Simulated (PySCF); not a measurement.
**`FC(F)(F)C1=COCC1` in a uniform electric field**

Compound: C5H5F3O.
Atom-mapped SMILES: `[F:1][C:2]([F:3])([F:4])[C:5]1=[CH:6][O:7][CH2:8][CH2:9]1` (hydrogens: H10 on C6; H11, H12 on C8; H13, H14 on C9)

Geometry (GFN2-xTB, Å), atoms numbered from 1 in this order:
```
atom  x, y, z in Å
F1     2.4276    1.0491   -0.4364
C2     1.9170   -0.1524   -0.0977
F3     2.4900   -1.0525   -0.9098
F4     2.3819   -0.4036    1.1431
C5     0.4399   -0.1836   -0.1662
C6    -0.3262   -0.9734   -0.9198
O7    -1.6413   -0.7812   -0.7692
C8    -1.8370    0.2623    0.1976
C9    -0.4411    0.7207    0.6619
H10   -0.0351   -1.7339   -1.6223
H11   -2.4018    1.0617   -0.2883
H12   -2.4374   -0.1491    1.0126
H13   -0.2825    0.5620    1.7301
H14   -0.2546    1.7734    0.4424
```

Level: wB97X-D/def2-SVPD (PySCF); nuclei fixed, core orbitals frozen in the response. Permanent dipole (-2.652, 0.616, 0.509) D (1 au = 2.5417 D). Static polarisability (au):

```
x   72.28  1.50  1.94
y    1.50 57.49  7.41
z    1.94  7.41 56.56
```

Only the terms in μ and α are kept: μ(F) = μ + αF and ΔE = −μ·F − ½ F·αF.

**Question.** A field of 0.001 au (0.051 V/Å) is applied along each axis in both senses. Find the induced dipole, the size of the total dipole and the two energy terms.

**Answer.** 
```tsv
field along	induced x (D)	induced y (D)	induced z (D)	total size (D)	−μ·F (kJ/mol)	−½F·αF (kJ/mol)
+x	0.184	0.004	0.005	2.596	+2.739	-0.095
−x	-0.184	-0.004	-0.005	2.945	-2.739	-0.095
+y	0.004	0.146	0.019	2.806	-0.636	-0.075
−y	-0.004	-0.146	-0.019	2.741	+0.636	-0.075
+z	0.005	0.019	0.144	2.799	-0.526	-0.074
−z	-0.005	-0.019	-0.144	2.748	+0.526	-0.074
```

**Question.** For the field (0.0000, 0.0010, 0.0006) au, what is the induced dipole, and what angle does it make with the field?

**Answer.** αF = (0.007, 0.157, 0.105) D, at 3.4° to the field. The polarisability along this direction, F·αF/F², is 63.78 au, against a mean of 62.11 au.

**Question.** At what field along the permanent dipole would the induced dipole along it equal the permanent one, in this linear picture?

**Answer.** The polarisability along the dipole is 70.30 au, so F = 1.0897 au / 70.30 au = 0.0155 au = 0.80 V/Å; higher-order terms are ignored.

**Question.** What field makes μF equal to kT at 400 K?

**Answer.** kT = 1.2667 × 10⁻³ Eh, so F = 0.00116 au = 5.98 MV/cm.

**Question.** Induction energy −ᾱe²/2R⁴ of a unit charge at 6 Å, the molecule taken as a point?

**Answer.** R = 11.34 bohr, so the energy is −62.1/(2 × 11.34⁴) Eh = -4.93 kJ/mol. The charge–dipole term at its most favourable orientation, −μe/R², is -22.3 kJ/mol.

Geometry: GFN2-xTB; no solvent, vibrations or thermal averaging.

wB97X-D is run here without its empirical dispersion term; that term would change no orbital, density or response property at a fixed geometry.
